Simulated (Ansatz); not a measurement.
Cost and result for the atomization energy of C₃H₅F₃O, SMILES `CC(F)OC(F)F` (12 atoms, 11 bonds).

```xyz
12

C    -0.5921    0.2092   -1.6429
C     0.2973   -0.1968   -0.5073
F     0.8582   -1.4186   -0.7767
O    -0.4862   -0.3200    0.6537
C     0.1119   -0.0241    1.8327
F     0.4527    1.2877    1.8900
F     1.2563   -0.7132    2.0106
H    -0.0178    0.2318   -2.5691
H    -1.4071   -0.5091   -1.7425
H    -1.0082    1.1992   -1.4543
H     1.1196    0.5030   -0.3355
H    -0.5845   -0.2491    2.6413
```

Total charge 0; spin multiplicity 1. All single points use the PBE0-D4/def2-TZVP geometry. It is one conformer, not always the lowest. Program: Ansatz. All runs use 2 threads of an AMD EPYC 7R13 on a shared host and a share of an NVIDIA H100 80 GB. Times are those of one run each, without the atoms' runs, and a repeat can differ threefold. Electronic energies, without spin–orbit coupling; frozen cores. CCSD(T)/CBS adds CCSD(T) − MP2 in def2-TZVPP to the MP2 limit, and its time is that of the two runs behind it. T1 = 0.012. B3LYP takes the VWN-RPA correlation (the form of Gaussian; ORCA's B3LYP/G).

CCSD(T)/CBS is a level of theory with its own doubt, some kJ/mol a heavy atom from the limit and from the frozen cores, so smaller differences don't rank the functionals.

```csv
level,functions,wall time
PBE0-D4/def2-TZVPP,287,1.9 s
PBE-D4/def2-TZVPP (with forces),287,2.2 s
r2SCAN-D4/def2-TZVPP (with forces),287,2.4 s
B3LYP-D4/def2-TZVPP (with forces),287,2.5 s
B2PLYP/def2-TZVPP,287,2.6 s
ωB97X-V/def2-TZVPP,287,2.8 s
ωB97M-V/def2-TZVPP (with forces),287,3.4 s
MP2/def2-QZVPP,549,4.2 s
CCSD(T)/def2-TZVPP,287,5.5 s
CCSD(T)/CBS(def2),–,9.7 s
```

Problem. What atomization energy does each give, and how far from CCSD(T)/CBS? (Best estimate.)

Solution. The calculation gave: 
| level | atomization (kcal/mol) | difference from CCSD(T)/CBS | per bond |
| --- | --- | --- | --- |
| PBE0-D4/def2-TZVPP | 1154.0 | 5.9 | 0.5 |
| PBE-D4/def2-TZVPP (with forces) | 1188.2 | 40.1 | 3.6 |
| r2SCAN-D4/def2-TZVPP (with forces) | 1154.5 | 6.4 | 0.6 |
| B3LYP-D4/def2-TZVPP (with forces) | 1143.6 | -4.5 | -0.4 |
| B2PLYP/def2-TZVPP | 1135.6 | -12.5 | -1.1 |
| ωB97X-V/def2-TZVPP | 1152.3 | 4.2 | 0.4 |
| ωB97M-V/def2-TZVPP (with forces) | 1152.9 | 4.8 | 0.4 |
| MP2/def2-QZVPP | 1170.2 | 22.1 | 2.0 |
| CCSD(T)/def2-TZVPP | 1118.6 | -29.5 | -2.7 |
| CCSD(T)/CBS(def2) | 1148.1 | 0.0 | 0.0 |

The D4 term adds +7.5 kcal/mol with B3LYP and +4.0 kcal/mol with PBE0; it sums over pairs of atoms, weighted by their polarisabilities, and B3LYP, whose exchange is more repulsive, gets the larger term. From PBE to PBE0 (25 % exact exchange), in def2-TZVPP and without D4, the atomization energy moves by −33.4 kcal/mol: exact exchange takes away binding that semilocal exchange gives to molecules. In def2-TZVPP, CCSD(T) changes the Hartree–Fock value by +308.4 kcal/mol (the triples alone add +20.3 kcal/mol) and MP2 by +342.6 kcal/mol; breaking electron pairs costs correlation energy, which Hartree–Fock lacks.
